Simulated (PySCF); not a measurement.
Species: CH7F2PSi2.
Bonds: F1–C2, C2–F3, C2–Si4, Si4–P5, P5–Si6. Hydrogens: H7 on C2; H8, H9 on Si4; H10 on P5; H11, H12, H13 on Si6.

Jobs on this species (13 atoms, 74 electrons) with PySCF (density fitting). Hardware of each: Arm Neoverse V2, one thread (shared host). Other jobs ran on the host; a repeat could differ by tens of per cent or more. Peak memory is the resident size of the whole Python process, interpreter and libraries included.

```json
{"level and settings": "delta-SCF UKS SCAN, def2-TZVP on the ionised atom, pcseg-1 elsewhere, spin-free X2C", "work": "ΔSCF core ionisation, 8 holes", "basis functions": "150", "SCF cycles": "?", "wall time": "?", "peak memory": "?"}
{"level and settings": "delta-SCF UKS SCAN, pcX-2 on the ionised atom, pcseg-1 elsewhere, non-relativistic", "work": "ΔSCF core ionisation, 8 holes", "basis functions": "173", "SCF cycles": "?", "wall time": "?", "peak memory": "?"}
{"level and settings": "delta-SCF UKS PBE0, pcX-2 on the ionised atom, pcseg-1 elsewhere, spin-free X2C", "work": "ΔSCF core ionisation, 8 holes", "basis functions": "173", "SCF cycles": "?", "wall time": "?", "peak memory": "?"}
{"level and settings": "PBE0-D3(BJ)/def2-SVP, grid level 1", "work": "geometry optimisation from a GFN2-xTB start shaken at random", "basis functions": "131", "SCF cycles": "63", "wall time": "73 s", "peak memory": "0.55 GiB"}
{"level and settings": "delta-SCF UKS HF, pcX-2 on the ionised atom, pcseg-1 elsewhere, spin-free X2C", "work": "ΔSCF core ionisation, 8 holes", "basis functions": "173", "SCF cycles": "104", "wall time": "57 s", "peak memory": "0.71 GiB"}
{"level and settings": "delta-SCF UKS SCAN, pcX-2 on the ionised atom, pcseg-1 elsewhere, spin-free X2C", "work": "ΔSCF core ionisation, 8 holes", "basis functions": "173", "SCF cycles": "116", "wall time": "57 s", "peak memory": "0.63 GiB"}
{"level and settings": "delta-SCF UKS B3LYP, pcX-2 on the ionised atom, pcseg-1 elsewhere, spin-free X2C", "work": "ΔSCF core ionisation, 8 holes", "basis functions": "173", "SCF cycles": "103", "wall time": "85 s", "peak memory": "0.77 GiB"}
{"level and settings": "delta-SCF UKS PBE, pcX-2 on the ionised atom, pcseg-1 elsewhere, spin-free X2C", "work": "ΔSCF core ionisation, 8 holes", "basis functions": "173", "SCF cycles": "117", "wall time": "38 s", "peak memory": "0.67 GiB"}
{"level and settings": "delta-SCF UKS SCAN, pcX-1 on the ionised atom, pcseg-1 elsewhere, spin-free X2C", "work": "ΔSCF core ionisation, 8 holes", "basis functions": "153", "SCF cycles": "116", "wall time": "49 s", "peak memory": "0.61 GiB"}
```

Problem. Fill in the missing figures.

Solution. 
- delta-SCF UKS SCAN, def2-TZVP on the ionised atom, pcseg-1 elsewhere, spin-free X2C; ΔSCF core ionisation, 8 holes: 54 s, 0.61 GiB, 117 SCF cycles
- delta-SCF UKS SCAN, pcX-2 on the ionised atom, pcseg-1 elsewhere, non-relativistic; ΔSCF core ionisation, 8 holes: 55 s, 0.69 GiB, 116 SCF cycles
- delta-SCF UKS PBE0, pcX-2 on the ionised atom, pcseg-1 elsewhere, spin-free X2C; ΔSCF core ionisation, 8 holes: 82 s, 0.78 GiB, 103 SCF cycles

Problem. What do all jobs in the table cost together?

Solution. About 9.2 min; the longest takes about 15 % of that, and about 2.2 times as long as the shortest.
